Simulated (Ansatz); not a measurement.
`[F][SnH2][SH]` + HCl → `[SH][SnH2][Cl]` + H–F at 700 K and 1 bar (ligand exchange at the Sn–F bond).

Gas-phase electronic energies from Ansatz, PBE0-D4/def2-TZVP geometries. CCSD(T)/CBS is the MP2 limit (def2-TZVPP, def2-QZVPP) plus CCSD(T) − MP2 in def2-TZVPP, frozen cores. This one scheme is used for every species. Elements past krypton have def2 core potentials. For Sn outer-core shells are correlated without core-valence functions, which leaves a few kJ/mol of doubt a bond. Each species was taken in one conformer, which may not be the lowest.

| species | CCSD(T)/CBS energy (Eh) | H − E (kJ/mol) | S (J/(mol·K)) |
| --- | --- | --- | --- |
| `[F][SnH2][SH]` | -713.44162 | 121.3 | 403.9 |
| HCl | -460.38127 | 38.4 | 211.8 |
| `[SH][SnH2][Cl]` | -1073.44145 | 120.7 | 417.4 |
| H–F | -100.39570 | 45.2 | 198.5 |

H − E and S are ideal-gas, rigid-rotor, harmonic terms from PBE0-D4/def2-TZVP, for one conformer and one mirror image of each species. 1 Eh = 2625.50 kJ/mol, R = 8.31446 J/(mol·K).

Q: By hand: ΔE, ΔH, ΔS and ΔG.

A: ΔE = (-1073.44145) + (-100.39570) − (-713.44162) − (-460.38127) = -0.01426 Eh = -37.4 kJ/mol. Δ(H − E) = 120.7 + 45.2 − 121.3 − 38.4 = 6.2, so ΔH = -31.2 kJ/mol. ΔS = 417.4 + 198.5 − 403.9 − 211.8 = 0.2 J/(mol·K). ΔG = -31.2 − 700 × (0.2)/1000 = -31.3 kJ/mol.

Q: By hand: the equilibrium constant, and the temperature at which ΔG would vanish if ΔH and ΔS stayed fixed.

A: log₁₀ K = −ΔG/(RT ln 10) = 2.3. ΔH and −TΔS have one sign here, so there is no such temperature.

The number of gas molecules stays the same, so ΔS is small and ΔH decides. A doubt of 5 kJ/mol in ΔE shifts log₁₀ K by 0.4 here. Other conformers and mirror images would add mixing entropy, several J/(mol·K) or more a flexible species. These are equilibria of isolated gas molecules and say nothing of rates. Largest T1 diagnostic: 0.013 (customary marks: 0.02 for closed shells, 0.045 for open ones).

ΔS is within the doubt of such terms, so its sign, and with it that verdict, could turn.
